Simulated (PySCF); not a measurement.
Below is a simulated gas-phase Cl 2p photoelectron spectrum of `[Cl][Ga]([Cl])[Cl]`.

Every computed line was given a Gaussian of 0.5 eV full width at half maximum and an area set by the number of equivalent atoms (split 2:1 within a doublet); the highest printed point is 100. Computed with delta-SCF UKS SCAN, pcX-2 on the ionised atom, pcseg-1 elsewhere, spin-free X2C (PySCF).

binding energy (eV), intensity and a bar:
```
    205.7          0 
    205.8          2 
    205.9          6 ##
    206.0         16 #####
    206.1         35 ##########
    206.2         62 ###################
    206.3         88 ##########################
    206.4        100 ##############################
    206.5         91 ###########################
    206.6         67 ####################
    206.7         39 ############
    206.8         18 #####
    206.9          7 ##
    207.0          2 #
    207.1          1 
    207.2          0 
    207.3          0 
    207.4          0 
    207.5          1 
    207.6          5 #
    207.7         12 ###
    207.8         23 #######
    207.9         37 ###########
    208.0         48 ##############
    208.1         49 ###############
    208.2         41 ############
    208.3         27 ########
    208.4         14 ####
    208.5          6 ##
    208.6          2 #
    208.7          1 
    208.8          0
```

Task: How many maxima does the curve show, and how many computed lines lie under it?

Result: The curve has 2 maxima (at 206.4 and 208.1 eV). Under it lie 2 lines from 1 inequivalent chlorine site, drawn as a 2p3/2, 2p1/2 pair.

Task: Decompose the envelope and assign each component. Bonds: Ga1–Cl2, Ga1–Cl3, Ga1–Cl4.

Result: 
```
position (eV)  relative area      line        atoms            environment
       206.41           2.00  Cl 2p3/2  Cl2/Cl3/Cl4  chlorine bonded to Ga
       208.06           1.00  Cl 2p1/2  Cl2/Cl3/Cl4  chlorine bonded to Ga
```

Task: What are the centre and the root-mean-square width of the whole band?

Result: The area-weighted mean of the lines is 206.96 eV. Their own spread about it is 0.78 eV (rms) and each Gaussian has σ = 0.5/2.355 = 0.21 eV; the variances add, which gives 0.81 eV.

Shake-up satellites, vibrational structure and lifetime widths aren't simulated. Atoms equivalent by their bonding share one computed value, that of the first of them. The 2p values aren't plain energy differences: one relaxed spin-free 2p hole is combined with a matrix within the shell (ground-state 2p orbital-energy differences and spin–orbit coupling). 2p3/2, the mean of its two sublevels, lies a third of the splitting below the shell's mean and 2p1/2 two thirds above it; the statistical areas are 2:1. 2p1/2 minus 2p3/2 (ligand field included): Cl 1.65 eV. Isolated species at its PBE0-D3(BJ)/def2-SVP geometry, gas phase.
